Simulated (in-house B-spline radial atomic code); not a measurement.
Values are calculated unless marked as measured or tabulated.
## Weak and strong correlation along the adiabatic connection

Two-electron singlets in several external potentials (atomic units), by full CI in B-splines with partial waves to l = 8 (correlation energies up to 0.6 % small). The repulsion is scaled by λ at fixed density; W(λ) is the mean repulsion less the Hartree energy, W(0) = E_x, and the area under W from 0 to 1 is E_xc.

Relative drop (W(λ) − E_x)/E_x:

| system | λ = 0.12 | λ = 0.25 | λ = 0.4 | λ = 0.6 | λ = 0.8 | λ = 1 |
| --- | --- | --- | --- | --- | --- | --- |
| −Z exp(−kr)/r, Z = 3.73, k = 0.926 | 0.0057 | 0.0118 | 0.0185 | 0.0271 | 0.0354 | 0.0433 |
| −V exp(−r²/w²), V = 1.14, w = 10.2 | 0.0440 | 0.0820 | 0.1165 | 0.1515 | 0.1780 | 0.1988 |
| −Z exp(−kr)/r, Z = 1.94, k = 0.0497 | 0.0115 | 0.0232 | 0.0359 | 0.0516 | 0.0660 | 0.0794 |
| −Z/r, Z = 0.788, wall at 5.89 bohr | 0.0268 | 0.0520 | 0.0769 | 0.1048 | 0.1281 | 0.1477 |
| −Z exp(−kr)/r, Z = 1.56, k = 0.272 | 0.0169 | 0.0338 | 0.0516 | 0.0729 | 0.0918 | 0.1087 |
| −Z/r, Z = 4.57, wall at 0.42 bohr | 0.0024 | 0.0049 | 0.0078 | 0.0117 | 0.0154 | 0.0190 |
| −Z/r, Z = 0.569, wall at 6.75 bohr | 0.0342 | 0.0649 | 0.0941 | 0.1253 | 0.1502 | 0.1705 |

Problem. Order the systems by how far second-order (GL2) theory, half the initial slope (estimated from the first points of each curve), overshoots the correlation energy, least first.
A. −V exp(−r²/w²), V = 1.14, w = 10.2
B. −Z exp(−kr)/r, Z = 3.73, k = 0.926
C. −Z/r, Z = 0.569, wall at 6.75 bohr
D. −Z/r, Z = 0.788, wall at 5.89 bohr
E. −Z exp(−kr)/r, Z = 1.56, k = 0.272
F. −Z exp(−kr)/r, Z = 1.94, k = 0.0497
G. −Z/r, Z = 4.57, wall at 0.42 bohr

Solution. G (GL2/E_c = 1.03), B (GL2/E_c = 1.08), F (GL2/E_c = 1.16), E (GL2/E_c = 1.23), D (GL2/E_c = 1.40), C (GL2/E_c = 1.53), A (GL2/E_c = 1.66).

Problem. What else changes along this order?

Solution. The ratio follows the bend of the curve. With it the leading natural occupation goes from 1.999 to 1.857 and −T_c/E_c from 0.97 to 0.61 between the first and the last.
